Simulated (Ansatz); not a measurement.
Mulliken charges of H5InN2S (`[NH2][In]([NH2])[SH]`) from r2SCAN/def2-TZVPP in Ansatz (PBE0-D4/def2-TZVP geometry).

```csv
atom,x (Å),y (Å),z (Å),charge (e)
N1,-0.795,1.335,0.901,-0.522
In2,0.212,-0.088,-0.122,0.751
N3,-0.626,-1.888,-0.487,-0.526
S4,2.419,0.329,-0.922,-0.399
H5,-1.803,1.275,0.866,0.146
H6,-0.524,2.291,0.719,0.144
H7,0.013,-2.652,-0.657,0.150
H8,-1.333,-2.195,0.166,0.145
H9,2.436,1.591,-0.463,0.110
```

Problem. By hand: the dipole of these point charges (1 e Å = 4.8032 D).

Solution. Σ q r = (-0.324, 0.074, 0.167) e Å, of length 0.372 e Å = 1.79 D.

Problem. How does the dipole of the full density compare? (Estimate.)

Solution. The calculation gave: (-0.307, 0.069, 0.155) e Å, 1.68 D; the point charges give 1.07 times that, at 0° from its direction.

Point charges leave out the atoms' own dipoles, such as those of lone pairs, and Mulliken's split depends on the basis, so the close match here is no proof of good charges.
